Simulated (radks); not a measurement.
These are the eigenvalues of the occupied orbitals of an atom or ion with whole-number occupations (eV). Method: scalar-relativistic Kohn-Sham, exchange-only r2SCAN, spin-polarised, spherical densities, finite nucleus; meta-GGA in the generalised Kohn-Sham scheme; Fermi nuclear charge, rms radius of each element as measured or else 0.836 A^(1/3) + 0.57 fm; computed with a radial shooting solver on a logarithmic mesh with Libxc functionals.

orbital  eigenvalue
1s down   -7679.983
1s up     -7679.947
2s up     -972.4180
2s down   -968.0495
2p up     -839.5485
2p down   -836.2429
3s up     -169.0065
3s down   -159.5230
3p up     -129.9595
3p down   -120.5279
3d up      -68.0028

Which element is it, and in what charge state? The configuration may be excited. Open shells, if any, are filled with parallel spins first.

Answer. Z = 27, cobalt, charge +4: Co4+ in [Ar] 3d5. The list shows which subshells hold electrons but not how many an open one holds; the 1s level, -282.23 hartree, gives Z - s = 23.8 by -(Z - s)^2/2, which with screening and relativity narrows Z to a few neighbours, and the depths of the outer levels then fix element, charge and occupations together.
